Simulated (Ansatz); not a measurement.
`C[NH][In]([F])[F]` + `O[SiH3]` → `[F][In]([F])[O][SiH3]` + CH₃NH₂ at 298.15 K and 1 bar (ligand exchange at the In–N bond).

Calculated with Ansatz (gas phase, PBE0-D4/def2-TZVP geometries, no zero-point term in ΔE). CCSD(T)/CBS adds triple-zeta CCSD(T) − MP2 to the extrapolated MP2 energy (def2 sets, frozen cores). Elements past krypton have def2 core potentials. For In outer-core shells are correlated without core-valence functions, which leaves a few kJ/mol of doubt a bond. Each species was taken in one conformer, which may not be the lowest.

| species | CCSD(T)/CBS energy (Eh) | H − E (kJ/mol) | S (J/(mol·K)) |
| --- | --- | --- | --- |
| `C[NH][In]([F])[F]` | -484.61621 | 172.6 | 375.0 |
| `O[SiH3]` | -366.69042 | 113.6 | 257.8 |
| `[F][In]([F])[O][SiH3]` | -755.56161 | 109.4 | 403.5 |
| CH₃NH₂ | -95.75281 | 180.0 | 240.4 |

H − E and S are ideal-gas, rigid-rotor, harmonic terms from PBE0-D4/def2-TZVP, for one conformer and one mirror image of each species. 1 Eh = 2625.50 kJ/mol, R = 8.31446 J/(mol·K).

Task: By hand: ΔE, ΔH, ΔS and ΔG.

Result: ΔE = (-755.56161) + (-95.75281) − (-484.61621) − (-366.69042) = -0.00779 Eh = -20.5 kJ/mol. Δ(H − E) = 109.4 + 180.0 − 172.6 − 113.6 = 3.2, so ΔH = -17.3 kJ/mol. ΔS = 403.5 + 240.4 − 375.0 − 257.8 = 11.1 J/(mol·K). ΔG = -17.3 − 298.15 × (11.1)/1000 = -20.6 kJ/mol.

Task: By hand: the equilibrium constant, and the temperature at which ΔG would vanish if ΔH and ΔS stayed fixed.

Result: log₁₀ K = −ΔG/(RT ln 10) = 3.6. ΔH and −TΔS have one sign here, so there is no such temperature.

The number of gas molecules stays the same, so ΔS is small and ΔH decides. A doubt of 5 kJ/mol in ΔE shifts log₁₀ K by 0.9 here. Other conformers and mirror images would add mixing entropy, several J/(mol·K) or more a flexible species. Modes under 60 cm⁻¹, often nearly free rotors, make the harmonic entropy too high. These are equilibria of isolated gas molecules and say nothing of rates. Largest T1 diagnostic: 0.017 (customary marks: 0.02 for closed shells, 0.045 for open ones).

ΔS is within the doubt of such terms, so its sign, and with it that verdict, could turn.
